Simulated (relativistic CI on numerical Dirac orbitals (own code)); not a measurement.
# Sc2+ in a cubic cluster: 3p photoemission with charge transfer

Computed with a charge-transfer multiplet model of a cubic metal-ligand cluster with up to 2 ligand holes, Slater and spin-orbit integrals from Dirac-Coulomb-Breit ions, Slater integrals scaled by 0.8. The ground state mixes d1 with configurations of k ligand holes L, whose averages lie at kΔ + k(k − 1)U_dd/2; a core hole lowers each added d electron by U_cd. 300 K, Lorentzian 0.9 eV and Gaussian 0.8 eV FWHM.

Atomic integrals in eV (Slater integrals scaled, ζ unscaled), ground: F2dd 4.710, F4dd 2.885, zeta_d 0.008; with the core hole: F2dd 4.710, F4dd 2.885, zeta_d 0.012, zeta_core 0.340, F2cd 7.734, G1cd 9.660, G3cd 5.869. Where a configuration has fewer than two d electrons, the dd integrals are those of d2.

Cluster parameters (eV): U_dd = 3.6, U_cd = 4.7, 10Dq = 0.95, 10Dq(ligand) = 1.5, V(eg) = 3, V(t2g) = -1.42, final-state hopping factor = 0.9.

```tsv
Case	n_d	d1	d2L	d3L2	S
Δ = 4.7 eV	1.63	0.47	0.44	0.09	0.50
Δ = 5.7 eV	1.56	0.52	0.41	0.07	0.50
Δ = 7.7 eV	1.43	0.62	0.34	0.05	0.50
```

Weights, n_d and S are thermal averages at 300 K. Binding energies count from the first peak over 30 % of the highest in each spectrum, which can be another peak from case to case. The parameters are a model scan and need not match a compound or its usual spin state. Peaks in eV (height, largest 100):
- Δ = 4.7 eV: 0.0 (100), 1.7 (86), 11.2 (17)
- Δ = 5.7 eV: 0.0 (100), 1.7 (88), 11.5 (17)
- Δ = 7.7 eV: 0.0 (100), 1.8 (91), 6.1 (8), 9.5 (10), 11.7 (16)

For the case Δ = 4.7 eV, Δ = 4.7 eV is larger than U_dd = 3.6 eV, the Mott-Hubbard side of the Zaanen-Sawatzky-Allen scheme. With the core hole the configuration with one ligand hole lies at Δ − U_cd = 0.0, 1.0, 3.0 eV from the one without, in the order of the table; where this is negative the screened configuration lies lower, though the effective hopping of about 5.8 eV (from the holes of the mixed ground state) mixes the two strongly wherever it is as large as the gap.
